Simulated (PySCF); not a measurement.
## A survey of $^{29}$Si NMR shifts

Theoretical values (PySCF 2.14): GIAO PBE0/pcSseg-1 shieldings, coordinates at the GFN2-xTB level. Isolated molecule, fast rotation and ring inversion assumed for equivalent nuclei, a single conformation, non-relativistic Hamiltonian.

Shieldings were converted by a linear fit to measured shifts: $^{29}$Si (scatter 8.9 ppm rms, 25.8 ppm with the 6 outliers that the fit left out vs TMS, solution or neat liquid). Occasional misses reach two or three times the rms, and more in compound classes unlike the fitted ones.

Q: Give the $^{29}$Si shifts of `C=C(C)[SiH2]P([SiH3])[SiH3]`, `C#C[SiH2][C@@H]1COCS[SiH2]1`, `C[Si@@H]1O[Si@@](Cl)(C=O)[SiH2][SiH2]1`, `F[Si@H](N[SiH3])C1(N[SiH3])CC1`, `C[C@H](Cl)CCC([SiH3])[SiH3]`, `C#C[SiH2]S[Si@@H](C)CC=O`.

A: 
| compound | environment | δ (ppm) |
| --- | --- | --- |
| [CH2:1]=[C:2]([CH3:3])[SiH2:4][P:5]([SiH3:6])[SiH3:7] | Si4: silicon bonded to C, P, 2 H | -42.7 |
| [CH2:1]=[C:2]([CH3:3])[SiH2:4][P:5]([SiH3:6])[SiH3:7] | Si6/7: silicon bonded to P, 3 H (×2) | -72.1 |
| [CH:1]#[C:2][SiH2:3][C@@H:4]1[CH2:5][O:6][CH2:7][S:8][SiH2:9]1 | Si9: silicon bonded to C, S, 2 H, in a 6-membered ring | -37.5 |
| [CH:1]#[C:2][SiH2:3][C@@H:4]1[CH2:5][O:6][CH2:7][S:8][SiH2:9]1 | Si3: silicon bonded to 2 C, 2 H | -63.2 |
| [CH3:1][Si@@H:2]1[O:3][Si@@:4]([Cl:5])([CH:6]=[O:7])[SiH2:8][SiH2:9]1 | Si2: silicon bonded to C, O, Si, H, in a 5-membered ring | -3.7 |
| [CH3:1][Si@@H:2]1[O:3][Si@@:4]([Cl:5])([CH:6]=[O:7])[SiH2:8][SiH2:9]1 | Si4: silicon bonded to C, Cl, O, Si, in a 5-membered ring | -18.6 |
| [CH3:1][Si@@H:2]1[O:3][Si@@:4]([Cl:5])([CH:6]=[O:7])[SiH2:8][SiH2:9]1 | Si9: silicon bonded to 2 Si, 2 H, in a 5-membered ring | -102.3 |
| [CH3:1][Si@@H:2]1[O:3][Si@@:4]([Cl:5])([CH:6]=[O:7])[SiH2:8][SiH2:9]1 | Si8: silicon bonded to 2 Si, 2 H, in a 5-membered ring | -107.4 |
| [F:1][Si@H:2]([NH:3][SiH3:4])[C:5]1([NH:6][SiH3:7])[CH2:8][CH2:9]1 | Si2: silicon bonded to C, F, N, H | -11.0 |
| [F:1][Si@H:2]([NH:3][SiH3:4])[C:5]1([NH:6][SiH3:7])[CH2:8][CH2:9]1 | Si4: silicon bonded to N, 3 H | -54.2 |
| [F:1][Si@H:2]([NH:3][SiH3:4])[C:5]1([NH:6][SiH3:7])[CH2:8][CH2:9]1 | Si7: silicon bonded to N, 3 H | -58.8 |
| [CH3:1][C@H:2]([Cl:3])[CH2:4][CH2:5][CH:6]([SiH3:7])[SiH3:8] | Si7: silicon bonded to C, 3 H | -59.0 |
| [CH3:1][C@H:2]([Cl:3])[CH2:4][CH2:5][CH:6]([SiH3:7])[SiH3:8] | Si8: silicon bonded to C, 3 H | -63.9 |
| [CH:1]#[C:2][SiH2:3][S:4][Si@@H:5]([CH3:6])[CH2:7][CH:8]=[O:9] | Si5: silicon bonded to 2 C, S, H | -4.0 |
| [CH:1]#[C:2][SiH2:3][S:4][Si@@H:5]([CH3:6])[CH2:7][CH:8]=[O:9] | Si3: silicon bonded to C, S, 2 H | -53.7 |
